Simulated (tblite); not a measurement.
A geometry optimisation, step by step.

C4H10AsOSi (doublet state).
SMILES with atom numbers: `[CH3:1][CH:2][SiH2:3][AsH:4][CH2:5][CH:6]=[O:7]` (hydrogens: H8, H9, H10 on C1; H11 on C2; H12, H13 on Si3; H14 on As4; H15, H16 on C5; H17 on C6)
Bond orders are those of one Lewis drawing.

Computed with GFN2-xTB (tblite), gas phase: L-BFGS steps from a force-field or distance-geometry start until the largest atomic force falls under 0.01 eV/Å. 8 of its 247 geometries are shown.

Step 0: E = -589.3242 eV, largest atomic force 2.755 eV/Å
```
atom  x, y, z in Å  |  force x, y, z in eV/Å
C1      3.405    0.111    0.504   -0.593   0.268   1.031
C2      2.230   -0.863    0.359    1.342   0.864  -2.246
Si3     0.820    0.169   -0.280   -0.805   0.243   1.308
As4    -1.137   -1.032   -0.495    0.183  -2.127  -1.362
C5     -2.630    0.229   -0.678    0.198   2.162  -0.102
C6     -3.548    0.262    0.478    0.064  -1.612  -0.907
O7     -4.230   -0.714    0.675   -0.436   0.047   0.590
H8      3.981   -0.076    1.443   -0.239   0.027  -0.852
H9      2.941    1.125    0.609    0.975  -0.640   0.029
H10     4.061    0.078   -0.380   -0.157   0.015   0.623
H11     2.526   -1.526   -0.493   -0.333  -0.494   1.191
H12     1.287    0.727   -1.568   -0.341   0.038   0.008
H13     0.620    1.249    0.730    0.083   0.086  -0.279
H14    -1.361   -2.034    0.687    0.030   1.157   0.019
H15    -2.157    1.245   -0.857   -0.479  -0.864   0.029
H16    -3.227   -0.052   -1.568    0.398  -0.009   0.339
H17    -3.588    1.114    1.123    0.110   0.838   0.579
```

Step 35: E = -590.9944 eV, largest atomic force 0.103 eV/Å
```
atom  x, y, z in Å  |  force x, y, z in eV/Å
C1      3.407    0.086    0.496    0.001  -0.011   0.025
C2      2.190   -0.617    0.046    0.045  -0.021  -0.028
Si3     0.611    0.260   -0.330    0.059  -0.068  -0.050
As4    -1.142   -1.263   -0.587   -0.028   0.019  -0.058
C5     -2.519    0.209   -0.774    0.010  -0.027  -0.024
C6     -3.350    0.097    0.435   -0.001  -0.014   0.027
O7     -4.095   -0.821    0.665   -0.095   0.032   0.015
H8      3.845   -0.393    1.374    0.023  -0.036   0.024
H9      3.202    1.127    0.727    0.016   0.018  -0.021
H10     4.171    0.047   -0.287    0.010   0.013   0.016
H11     2.303   -1.685   -0.107   -0.063   0.081   0.001
H12     0.701    1.012   -1.606    0.015   0.047   0.015
H13     0.315    1.274    0.703    0.047   0.062   0.004
H14    -1.275   -1.391    0.901   -0.024  -0.018   0.072
H15    -2.055    1.188   -0.887   -0.017   0.017   0.009
H16    -3.105   -0.027   -1.662   -0.026  -0.055  -0.043
H17    -3.211    0.909    1.181    0.028  -0.039   0.014
```

Step 70: E = -591.0461 eV, largest atomic force 0.035 eV/Å
```
atom  x, y, z in Å  |  force x, y, z in eV/Å
C1      3.434    0.051    0.528    0.005   0.002   0.000
C2      2.191   -0.547    0.004    0.006   0.005  -0.006
Si3     0.632    0.375   -0.341   -0.017  -0.018  -0.015
As4    -1.100   -1.209   -0.527    0.021   0.022  -0.018
C5     -2.580    0.131   -0.811   -0.005  -0.001   0.002
C6     -3.364    0.043    0.433    0.006   0.013   0.005
O7     -4.329   -0.654    0.608    0.010   0.001  -0.003
H8      3.798   -0.488    1.407   -0.004  -0.003   0.004
H9      3.303    1.099    0.782   -0.020   0.001   0.003
H10     4.227   -0.024   -0.223    0.015   0.000   0.009
H11     2.244   -1.611   -0.199   -0.012  -0.004  -0.012
H12     0.684    1.106   -1.631   -0.003   0.001  -0.007
H13     0.401    1.427    0.671    0.006   0.008   0.012
H14    -1.264   -1.277    0.968   -0.003  -0.010   0.024
H15    -2.170    1.127   -0.975    0.010  -0.016  -0.003
H16    -3.169   -0.187   -1.673   -0.009  -0.004   0.001
H17    -2.945    0.649    1.268   -0.004   0.002   0.002
```

Step 105: E = -591.0618 eV, largest atomic force 0.070 eV/Å
```
atom  x, y, z in Å  |  force x, y, z in eV/Å
C1      3.305   -0.011    0.682   -0.043  -0.009  -0.012
C2      2.247   -0.413   -0.272    0.039   0.042  -0.011
Si3     0.622    0.425   -0.467    0.025  -0.065   0.004
As4    -1.047   -1.258   -0.517    0.015   0.021  -0.009
C5     -2.590    0.004   -0.818    0.002   0.001  -0.001
C6     -3.209    0.143    0.510    0.002  -0.022  -0.001
O7     -4.168   -0.467    0.904    0.006   0.002   0.003
H8      3.326   -0.690    1.540    0.041  -0.016   0.015
H9      3.147    0.998    1.054   -0.021  -0.012   0.002
H10     4.291   -0.068    0.216   -0.002  -0.007  -0.004
H11     2.453   -1.313   -0.838   -0.014  -0.009   0.018
H12     0.483    1.154   -1.750   -0.005   0.009  -0.017
H13     0.439    1.421    0.601   -0.029   0.046   0.018
H14    -1.153   -1.259    0.987   -0.013  -0.014  -0.014
H15    -2.204    0.950   -1.198   -0.033   0.005  -0.019
H16    -3.283   -0.443   -1.532    0.015  -0.009   0.005
H17    -2.665    0.839    1.186    0.014   0.035   0.022
```

Step 141: E = -591.1015 eV, largest atomic force 0.101 eV/Å
```
atom  x, y, z in Å  |  force x, y, z in eV/Å
C1      3.059   -0.139    0.892    0.033   0.038  -0.016
C2      2.238   -0.246   -0.335   -0.009  -0.026  -0.008
Si3     0.600    0.540   -0.604   -0.012  -0.003   0.007
As4    -0.979   -1.226   -0.794   -0.023   0.029   0.003
C5     -2.681   -0.144   -0.813    0.033  -0.033   0.022
C6     -2.830    0.342    0.567   -0.018  -0.015   0.037
O7     -3.459   -0.210    1.435    0.036   0.073  -0.059
H8      3.140   -1.106    1.396    0.006  -0.014   0.011
H9      2.650    0.585    1.593    0.000  -0.020  -0.039
H10     4.082    0.158    0.637   -0.032  -0.006   0.027
H11     2.616   -0.941   -1.076    0.005   0.007   0.005
H12     0.517    1.246   -1.904    0.000   0.017   0.006
H13     0.358    1.529    0.459   -0.038  -0.009   0.006
H14    -1.003   -1.490    0.683    0.025  -0.015  -0.014
H15    -2.571    0.660   -1.541    0.015  -0.009   0.003
H16    -3.500   -0.808   -1.094   -0.002   0.003   0.004
H17    -2.245    1.261    0.790   -0.019  -0.019   0.005
```

Step 176: E = -591.1128 eV, largest atomic force 0.107 eV/Å
```
atom  x, y, z in Å  |  force x, y, z in eV/Å
C1      2.998   -0.181    0.924    0.003   0.028   0.010
C2      2.227   -0.240   -0.337   -0.029  -0.002  -0.034
Si3     0.587    0.550   -0.589   -0.024   0.004   0.023
As4    -0.965   -1.223   -0.891   -0.024   0.035  -0.016
C5     -2.700   -0.203   -0.799    0.006  -0.025   0.034
C6     -2.712    0.462    0.513   -0.022  -0.010   0.037
O7     -3.137   -0.021    1.533    0.034   0.037  -0.094
H8      3.171   -1.181    1.332    0.004  -0.001   0.003
H9      2.485    0.422    1.670    0.025  -0.019   0.016
H10     3.986    0.256    0.750   -0.002  -0.019  -0.011
H11     2.648   -0.870   -1.112    0.012   0.014   0.013
H12     0.511    1.369   -1.821   -0.006  -0.020  -0.005
H13     0.316    1.439    0.549   -0.002   0.004   0.012
H14    -0.954   -1.599    0.560    0.002  -0.010   0.007
H15    -2.727    0.497   -1.636    0.011   0.006   0.021
H16    -3.511   -0.929   -0.883    0.020  -0.001   0.006
H17    -2.228    1.462    0.526   -0.009  -0.020  -0.022
```

Step 211: E = -591.1386 eV, largest atomic force 0.035 eV/Å
```
atom  x, y, z in Å  |  force x, y, z in eV/Å
C1      3.049   -0.258    0.891    0.001   0.008  -0.016
C2      2.199   -0.128   -0.314    0.013   0.007   0.004
Si3     0.511    0.601   -0.354    0.003  -0.016   0.018
As4    -0.924   -1.234   -0.824   -0.020   0.008   0.028
C5     -2.728   -0.343   -0.814    0.016   0.001  -0.016
C6     -2.651    0.637    0.277    0.003  -0.002  -0.004
O7     -2.897    0.418    1.436   -0.007   0.007  -0.014
H8      3.178   -1.309    1.164    0.008  -0.026   0.022
H9      2.627    0.272    1.740   -0.023  -0.003   0.004
H10     4.052    0.132    0.700    0.011   0.010  -0.018
H11     2.594   -0.600   -1.205    0.009  -0.005  -0.008
H12     0.337    1.542   -1.484   -0.008   0.012   0.009
H13     0.260    1.301    0.911   -0.006  -0.001  -0.014
H14    -0.992   -1.653    0.617    0.008   0.011  -0.021
H15    -2.888    0.121   -1.787    0.002  -0.010   0.001
H16    -3.472   -1.117   -0.625   -0.007   0.007   0.011
H17    -2.262    1.631   -0.040   -0.004  -0.009   0.015
```

Step 246: E = -591.1427 eV, largest atomic force 0.010 eV/Å
```
atom  x, y, z in Å  |  force x, y, z in eV/Å
C1      3.148   -0.210    0.830   -0.009   0.003  -0.001
C2      2.184   -0.211   -0.293   -0.001  -0.005   0.000
Si3     0.494    0.513   -0.253    0.004   0.003   0.002
As4    -0.973   -1.297   -0.702   -0.006   0.004  -0.003
C5     -2.723   -0.321   -0.858    0.002   0.000  -0.005
C6     -2.709    0.662    0.233    0.002  -0.007   0.002
O7     -3.100    0.467    1.356    0.000   0.004   0.004
H8      3.465   -1.226    1.080    0.001  -0.004   0.001
H9      2.728    0.257    1.716    0.003   0.006   0.001
H10     4.056    0.333    0.551    0.004   0.001  -0.002
H11     2.522   -0.724   -1.186   -0.002   0.000   0.002
H12     0.274    1.490   -1.347    0.000   0.002   0.000
H13     0.286    1.193    1.031   -0.002  -0.003   0.000
H14    -1.143   -1.629    0.750   -0.001  -0.004   0.003
H15    -2.766    0.142   -1.844   -0.001  -0.002  -0.005
H16    -3.523   -1.053   -0.739    0.002  -0.002  -0.001
H17    -2.227    1.627   -0.036    0.003   0.004   0.003
```

Task: Summarise the path.

Result: The energy falls by 175.46 kJ/mol from step 0 to step 246; nine tenths of that is first reached at step 26. It rises by more than 0.2 meV at steps 89, 120 and 187. The largest force goes from 2.755 to 0.010 eV/Å. Among the bonds Si3–As4 changes most (a near tie, within 0.001 Å, with another), from 2.305 to 2.372 Å; the atoms move by 1.124 Å rms after alignment.

The cost below is that of the whole relaxation. Time: 2.2 s of wall time. Hardware: one thread, Intel Xeon Platinum 8488C (x86_64), no GPU, shared host with 96 logical CPUs at a one-minute load of 32.
